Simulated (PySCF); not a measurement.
H3O3P, SMILES OP(O)O. Atoms are numbered in the order given.

```xyz
7

P      0.0000     0.0000    -0.4897
O      1.1551     0.8556     0.3254
O     -1.3185     0.5726     0.3254
O      0.1634    -1.4282     0.3254
H      1.3766     1.6661    -0.1547
H     -2.1312     0.3591    -0.1547
H      0.7546    -2.0252    -0.1547
```

The structure is a stationary point at B3LYP-D3(BJ)/def2-SVP. The values are those of a single conformer.

Computed with PBE/pcJ-1 (PySCF).

Isotropic couplings with Fermi-contact, spin-dipole and both spin-orbit terms, one fixed conformer, no vibrational averaging. Isotopes: 1H, 31P.

Q: Estimate the spin–spin coupling constants. (The exact figures need the calculation; the answer reports its results.)

A: 
```json
[
 {"pair": "P1–H5", "bonds apart": "2", "J (Hz)": "17.2"},
 {"pair": "P1–H6", "bonds apart": "2", "J (Hz)": "17.2"},
 {"pair": "P1–H7", "bonds apart": "2", "J (Hz)": "17.2"},
 {"pair": "H5–H6", "bonds apart": "4", "J (Hz)": "-0.9"},
 {"pair": "H5–H7", "bonds apart": "4", "J (Hz)": "-0.9"},
 {"pair": "H6–H7", "bonds apart": "4", "J (Hz)": "-0.9"}
]
```
